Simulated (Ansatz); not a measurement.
Reaction (atomization): `C[SiH](Cl)Br` → Br• + C• + Cl• + 4 H• + Si•

Program: Ansatz. Geometries: PBE0-D4/def2-TZVP. ΔE: electronic, gas phase. CCSD(T)/CBS adds triple-zeta CCSD(T) − MP2 to the extrapolated MP2 energy (def2 sets, frozen cores). This one scheme is used for every species, atoms too. DFT in def2-TZVPP. B3LYP here is the variant with VWN-RPA as its local correlation; programs differ in this. HSE06 is defined as in plane-wave codes. No spin–orbit coupling; open shells (•) take unrestricted orbitals. Spin–orbit coupling would lower the free atoms: a little for C, Cl, Si; clearly for Br. Bonds to Br are less sure, by a few kJ/mol each and by 10 to 20 or more in all where they break to atoms, as the def2 sets lack core-valence functions. Scalar relativity is left out up to krypton.

| level | ΔE (kJ/mol) | difference from CCSD(T)/CBS |
| --- | --- | --- |
| LDA (SPW92) | 3047.0 | 318.8 |
| PBE-D4 | 2735.3 | 7.1 |
| revPBE-D4 | 2680.5 | -47.7 |
| BLYP-D4 | 2670.7 | -57.5 |
| r2SCAN-D4 | 2732.3 | 4.1 |
| B97M-V | 2732.6 | 4.4 |
| PBE0-D4 | 2718.1 | -10.1 |
| B3LYP-D4 | 2696.2 | -32.0 |
| r2SCAN0-D4 | 2707.7 | -20.5 |
| HSE06-D4 | 2719.7 | -8.5 |
| BHLYP-D4 | 2656.6 | -71.6 |
| CAM-B3LYP-D4 | 2703.8 | -24.4 |
| ωB97X-V | 2726.7 | -1.5 |
| ωB97M-V | 2723.6 | -4.6 |
| B2PLYP | 2673.4 | -54.8 |
| PBE-QIDH | 2713.5 | -14.7 |
| PBE | 2714.3 | -13.9 |
| revPBE | 2624.8 | -103.4 |
| BLYP | 2625.4 | -102.8 |
| r2SCAN | 2727.5 | -0.7 |
| PBE0 | 2700.2 | -28.0 |
| B3LYP | 2661.8 | -66.4 |
| r2SCANh | 2716.8 | -11.4 |
| r2SCAN0 | 2701.8 | -26.4 |
| HSE06 | 2702.8 | -25.4 |
| BHLYP | 2627.5 | -100.7 |
| CAM-B3LYP | 2685.2 | -43.0 |
| LC-ωPBE | 2686.5 | -41.7 |
| MP2/def2-SVP | 2567.3 | -160.9 |
| CCSD/def2-SVP | 2512.7 | -215.5 |
| HF/def2-TZVPP | 2070.8 | -657.4 |
| MP2/def2-TZVPP | 2692.0 | -36.2 |
| SCS-MP2/def2-TZVPP | 2671.5 | -56.7 |
| CCSD/def2-TZVPP | 2611.6 | -116.6 |
| CCSD(T)/def2-TZVPP | 2647.8 | -80.4 |
| HF/def2-QZVPP | 2073.7 | -654.5 |
| MP2/def2-QZVPP | 2739.2 | 11.0 |
| SCS-MP2/def2-QZVPP | 2722.3 | -5.9 |
| HF/CBS(def2) | 2074.2 | -654.0 |
| MP2/CBS(def2) | 2772.5 | 44.3 |
| CCSD(T)/CBS | 2728.2 | 0 |

Largest T1 diagnostic among the species: 0.012.

At CCSD(T), def2-SVP lies −191.4 kJ/mol from the extrapolated value and def2-TZVPP −80.4 kJ/mol: correlation converges slowly with the basis, and small sets miss more of it in the bonded molecule than in its fragments. In def2-TZVPP, CCSD(T) changes the Hartree–Fock value by +577.0 kJ/mol (the triples alone add +36.2 kJ/mol) and MP2 by +621.2 kJ/mol; breaking electron pairs costs correlation energy, which Hartree–Fock lacks.

For atomizations the MP2-based limit and the directly extrapolated one differ by several kJ/mol either way, and by 10 to 25 for some Ge, Se and Sn compounds, so smaller differences from it don't rank the levels.
